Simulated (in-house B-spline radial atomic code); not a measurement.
Values are calculated unless marked as measured or tabulated.
## Making a Troullier-Martins p channel for In, r_c = 2.15 bohr

In, [Kr] 4d10 5s2 5p1, non-relativistic LDA (VWN5), spherical and spin-unpolarised, from an all-electron radial atomic-structure program (B-spline basis) (atomic units). The all-electron 5p level is ε = -0.101783 hartree, its outermost node lies just inside 1.18 bohr and its outer maximum at 2.86 bohr.

Inside r_c the pseudo-orbital is u(r) = r^2 exp(p(r)), with p = c0 + c2 r² + c4 r⁴ + … + c12 r¹². The seven coefficients follow from p and its first four derivatives at r_c, from zero curvature of the screened potential at the origin, c4 = −c2²/(2l + 5), and from the norm inside r_c. At r_c the all-electron orbital has P = 0.4897146, P' = 0.220307, the screened potential V = -0.7721998, V' = 0.8518776, V'' = -1.441758, and the norm inside is Q = 0.1270086.

Problem. What are p, p' and p'' at r_c?

Solution. p = ln(P/r_c^2) = ln(0.4897146/4.6225) = -2.24487. p' = P'/P − 2/r_c = 0.44987 − 0.93023 = -0.48036. The radial equation gives p'' = 2(V − ε) − 2(2) p'/r_c − p'² = -1.34083 − (-0.89370) − 0.23075 = -0.67788. Differentiating, p''' = 2V' + 2(2)p'/r_c² − 2(2)p''/r_c − 2p'p'' = 1.898, and p'''' = 2V'' − 4(2)p'/r_c³ + 4(2)p''/r_c² − 2(2)p'''/r_c − 2p''² − 2p'p''' = -6.2968.

For a trial c2 the five matching conditions are linear in c0, c6, c8, c10 and c12, and c2 is varied until the norm inside r_c equals Q. The root nearest zero gives:

```json
{"n": "0", "c_n": "-1.830196"}
{"n": "2", "c_n": "-0.2076823"}
{"n": "4", "c_n": "-0.006161703"}
{"n": "6", "c_n": "0.05490038"}
{"n": "8", "c_n": "-0.02141705"}
{"n": "10", "c_n": "0.003148118"}
{"n": "12", "c_n": "-0.000165162"}
```

Problem. Check c4 and p(r_c), and find the screened pseudopotential at the origin.

Solution. −c2²/7 = -0.0061617, as listed. The terms c_n r_c^n are -1.83020, -0.96001, -0.13166, 5.42258, -9.77839, 6.64409, -1.61128, which sum to -2.24487. Inverting the radial equation, V_l(r) = ε + 2 p'/r + (p'' + p'²)/2, so V_l(0) = ε + (2l + 3) c2 = -0.101783 + 5 × (-0.207682) = -1.1402 hartree, finite where the all-electron potential diverges.

Orbitals and screened potentials:

```json
{"r (bohr)": "0.215", "P": "0.1239", "u": "0.007343", "V all-electron": "-106.0", "V pseudo": "-1.137"}
{"r (bohr)": "0.538", "P": "-0.1443", "u": "0.04374", "V all-electron": "-20.86", "V pseudo": "-1.039"}
{"r (bohr)": "0.86", "P": "-0.1917", "u": "0.1031", "V all-electron": "-7.546", "V pseudo": "-0.6801"}
{"r (bohr)": "1.182", "P": "0.01911", "u": "0.1801", "V all-electron": "-3.431", "V pseudo": "-0.2177"}
{"r (bohr)": "1.505", "P": "0.2364", "u": "0.2794", "V all-electron": "-1.859", "V pseudo": "-0.1772"}
{"r (bohr)": "1.828", "P": "0.3933", "u": "0.3958", "V all-electron": "-1.144", "V pseudo": "-0.6965"}
{"r (bohr)": "2.15", "P": "0.4897", "u": "0.4897", "V all-electron": "-0.7722", "V pseudo": "-0.7722"}
```

Logarithmic derivatives P'/P at R = 2.45 bohr, for energies E around ε:

```tsv
E − ε (hartree)	all-electron	pseudo
-0.5	0.786898	0.779017
-0.25	0.518932	0.516297
-0.1	0.333449	0.332934
0	0.196365	0.196367
0.1	0.0460749	0.0453732
0.25	-0.210474	-0.21621
0.5	-0.758739	-0.797791
```

Problem. With P(R) = 0.5376906 and a norm of 0.2071188 inside R, what slope in energy does norm conservation fix?

Solution. d(P'/P)/dE = −2 × (norm inside R)/P(R)² = -1.4328 per hartree·bohr at E = ε, for both atoms, since orbital and norm agree at R. Differences over ±0.1 hartree give -1.4369 (all-electron) and -1.4378 (pseudo), which also hold third-order terms. Half a hartree below ε the two curves differ by -0.0079.
